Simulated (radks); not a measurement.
Charge is removed step by step from the 2s level of Be, starting from [He] 2s2. All-electron calculation, scalar-relativistic Kohn-Sham, PBE, spin-unpolarised, spherical densities, finite nucleus; Fermi nuclear charge, rms radius 2.519 fm. Program: a radial shooting solver on a logarithmic mesh with Libxc functionals.

removed (e)  E - E(0) (eV)  eigenvalue (eV)  E minus straight line (eV)
0                    0.000           -5.610                       0.000
0.1                  0.598           -6.355                      -0.357
0.2                  1.272           -7.118                      -0.638
0.3                  2.022           -7.897                      -0.843
0.4                  2.851           -8.690                      -0.969
0.5                  3.761           -9.498                      -1.014
0.6                  4.751          -10.318                      -0.979
0.7                  5.825          -11.150                      -0.861
0.8                  6.982          -11.992                      -0.659
0.9                  8.223          -12.843                      -0.372
1                    9.551          -13.700                       0.000

Removing the whole electron costs 9.551 eV by Delta-SCF, against 5.610 eV from minus the eigenvalue at the starting occupation. Slater's transition state (half an electron removed) gives 9.498 eV. Integrating minus the eigenvalue over the occupation (Janak's theorem) gives 9.551 eV. In this scalar-relativistic scheme the density is built from large components alone, so the theorem holds only approximately. The mean slope of the eigenvalue, de/dn, is 8.09 eV per electron. Ionisation energy of Be in the NIST Atomic Spectra Database: 9.323 eV (measured).

Beside tabulated values, note that spin-unpolarised runs miss the spin-polarisation part of the exchange energy of open shells.
